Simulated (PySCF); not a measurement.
C5H7F, SMILES C1=C[C@@H]([C@@H]1C)F. Geometry optimised at PBE-D3(BJ)/def2-SVP. The structure was generated by enumeration; whether it is a known compound was not checked.

Q: Give the equilibrium geometry at PBE-D3(BJ)/def2-SVP (PySCF confirms it by a frequency run) as a Z-matrix. (Estimate from the structure and the level; the computed values follow.)

A: 
```
C
H 1 1.1142
C 1 1.5227 2 114.44
C 3 1.3535 1 95.18 2 117.86
H 4 1.1009 3 134.33 1 179.83
H 3 1.1026 4 133.19 5 -2.70
C 4 1.5113 5 132.44 3 -173.90
F 7 1.3873 4 117.16 5 -62.57
H 7 1.1142 8 107.52 4 -131.17
C 1 1.5247 2 110.22 3 -134.95
H 10 1.1076 1 110.87 2 -177.80
H 10 1.1089 11 107.83 1 -121.48
H 10 1.1090 11 108.29 12 -116.57
```
